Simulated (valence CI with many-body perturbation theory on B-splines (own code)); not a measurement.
Results of a calculation; reference values are marked as such.
# Yb²⁹⁺: magnetic and hyperfine properties of the levels

Level of theory: relativistic CI+MBPT: five valence electrons over a frozen Dirac-Fock core [Kr], radial functions for each j: 7 s, 7 p, 8 d, 6 f, 4 g, 1 h, with the one-electron correlation potential Σ1 (screened to all orders), the two-electron term Σ2, the three-electron term Σ3, Breit, model QED; selected single and double excitations, second order for the rest, scaled by the run's own slope (own B-spline code, finite nucleus).

No measured spectrum was set against this ion. As an estimate, large intervals hold to a few tenths of a per cent, small ones and those within an open d or f shell to about a per cent. The list stops below the first excitations out of the core.

A/g_I is the dipole constant over the nuclear g factor μ/I (μ in nuclear magnetons, uniformly magnetised nucleus), B/Q the quadrupole constant per barn. Both hold the static response of the core; the bare values leave it out. Large factors of s and p1/2 electrons are usually good to 5 to 10 %; those of open d and f shells near neutrality can be off by tens of per cent, and small factors of p3/2, d and f electrons come from cancelling terms and can be off by a factor of two or in sign, in half-filled shells by more. B is blank for J = 1/2, where it vanishes, and for nearly pure S terms. Energies count from the lowest level.

Levels are named by their leading jj configuration (3d3/2^4 stands for four electrons in 3d with j = 3/2), which in mixed levels can hold well under half, so a name can repeat and another be missing. Letters in brackets count levels of one name in rising energy.

```csv
Level,E (cm⁻¹),g,A/g_I (MHz),A/g_I bare,B/Q (MHz/b),B/Q bare
(4d3/2^4 4d5/2) J=5/2,0,1.453,4820,5590,10000,9590
(4d3/2^3 4d5/2^2) J=5/2 [a],70173,1.305,4070,4540,6630,6340
(4d3/2^3 4d5/2^2) J=7/2 [a],104160,1.157,8040,8180,14800,14200
(4d3/2^3 4d5/2^2) J=3/2 [a],107530,1.219,9590,9850,11800,11300
(4d3/2^3 4d5/2^2) J=11/2,111020,1.129,10200,10300,-355,-406
(4d3/2^3 4d5/2^2) J=9/2,121050,1.148,9130,9250,13900,13300
(4d3/2^3 4d5/2^2) J=5/2 [b],126820,1.141,9370,9480,1130,1110
(4d3/2^3 4d5/2^2) J=1/2,132370,1.815,-5660,-4100,,
(4d3/2^3 4d5/2^2) J=7/2 [b],142660,1.097,11100,11100,-14500,-13900
(4d3/2^2 4d5/2^3) J=5/2 [a],174540,1.247,4220,4570,699,674
(4d3/2^3 4d5/2^2) J=3/2 [b],177380,0.785,18300,17600,-13000,-12500
(4d3/2^2 4d5/2^3) J=7/2 [a],192850,1.217,6880,7150,-1930,-1860
(4d3/2^2 4d5/2^3) J=11/2,197690,1.079,10300,10300,491,484
(4d3/2^2 4d5/2^3) J=9/2 [a],202640,1.147,8760,8870,-2310,-2230
(4d3/2^2 4d5/2^3) J=1/2 [a],208220,0.583,26300,25200,,
(4d3/2^2 4d5/2^3) J=13/2,213790,1.074,11000,10900,-8.87,2.23
(4d3/2^2 4d5/2^3) J=3/2 [a],214880,1.195,8460,8670,703,663
(4d3/2^2 4d5/2^3) J=5/2 [b],218910,1.016,12100,11900,-2620,-2500
(4d3/2^2 4d5/2^3) J=9/2 [b],235950,1.109,9890,9920,812,782
(4d3/2^2 4d5/2^3) J=7/2 [b],240710,0.989,13500,13200,-845,-812
(4d3/2^2 4d5/2^3) J=5/2 [c],244290,1.043,11400,11300,2720,2590
(4d3/2^2 4d5/2^3) J=3/2 [b],250280,0.832,17000,16400,1280,1250
(4d3/2^2 4d5/2^3) J=1/2 [b],261860,1.824,-6440,-4860,,
(4d3/2^2 4d5/2^3) J=7/2 [c],263140,1.050,12100,12000,1560,1500
(4d3/2^2 4d5/2^3) J=9/2 [c],284320,1.104,10000,10000,8290,7990
(4d3/2 4d5/2^4) J=5/2 [a],294430,1.248,4930,5270,-7320,-7000
(4d3/2 4d5/2^4) J=7/2 [a],318350,1.193,7530,7750,-18300,-17600
(4d3/2^2 4d5/2^3) J=3/2 [c],323790,1.090,8950,8950,-7810,-7520
(4d3/2 4d5/2^4) J=11/2,326290,1.070,10700,10600,-80.2,0.0433
(4d3/2^2 4d5/2^3) J=5/2 [d],328620,1.137,8070,8170,7110,6850
(4d3/2 4d5/2^4) J=3/2 [a],329820,1.045,11000,10900,-11300,-10900
(4d3/2 4d5/2^4) J=9/2,345700,1.113,9440,9480,-20600,-19800
(4d3/2 4d5/2^4) J=5/2 [b],357160,1.112,9410,9450,1380,1330
(4d3/2 4d5/2^4) J=7/2 [b],364790,0.990,12300,12100,19300,18500
(4d3/2 4d5/2^4) J=1/2,389450,1.102,-1340,-1270,,
(4d3/2 4d5/2^4) J=3/2 [b],430010,0.878,17700,17200,18400,17700
(4d5/2^5) J=5/2,448430,1.154,7520,7650,-19700,-18900
```

Task: Take the isotope of mass number 171, with I = 1/2, μ = 0.4923 μN. What is the hyperfine structure of (4d3/2^3 4d5/2^2) J=1/2?

Result: From the table A = -5580 MHz. Shifts from the centre of gravity in MHz: F = 0: 4180, F = 1: -1400.
